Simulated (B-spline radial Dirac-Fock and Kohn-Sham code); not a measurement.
**Elastic scattering of 93.8 eV electrons by neutral titanium**

These are calculated numbers from a B-spline atomic structure program; the model is relativistic (Dirac) partial waves in the static field of the Dirac-Fock atom with Furness-McCarthy exchange, without polarisation or absorption potentials. Below a few hundred eV the neglected polarisation potential matters, most of all at small angles.

Input file task.json (cfg lists n, l and occupation; rrms is the nuclear radius in fm):

```json
{"items": [{
  "Z": 22,
  "q": 0,
  "cfg": [[1, 0, 2], [2, 0, 2], [2, 1, 6], [3, 0, 2], [3, 1, 6], [3, 2, 2], [4, 0, 2]],
  "A": 48,
  "rrms": 3.5921,
  "do": "elastic",
  "energies": [[93.8, 0]],
  "theta": [0, 0.5, 1, 2, 4, 8, 12, 16, 24, 32, 45, 60, 75, 90, 105, 120, 135, 150, 165, 180]
}]}
```

Command: `python xray2_run.py task.json out`

```
θ (°)  dσ/dΩ (Å²/sr)  Sherman function
    0           21.7             0.000
  0.5           21.6             0.000
    1           21.5             0.000
    2           21.1             0.000
    4           19.4             0.000
    8           14.2             0.000
   12           8.93             0.000
   16           5.15             0.000
   24           1.96             0.001
   32           1.14             0.003
   45          0.535             0.007
   60         0.0934             0.008
   75         0.0553            -0.028
   90          0.256            -0.006
  105          0.318            -0.001
  120          0.139             0.000
  135         0.0311            -0.029
  150          0.300            -0.007
  165          0.802            -0.002
  180           1.06             0.000
```

The total elastic cross section is 7.18 Å², the first transport cross section 3.16 Å² and the second, weighted with (3/2) sin²θ, 3.09 Å². The mean deflection is ⟨1 − cos θ⟩ = 0.440, and 22 % of the collisions scatter beyond 90°.

On this grid of angles the cross section has minima near 75°, 135°, from interference among the few low partial waves with large phase shifts.

Phase shifts modulo π (rad) for κ = −1 to −5: 0.930, -1.128, -0.352, 1.100, 0.554.
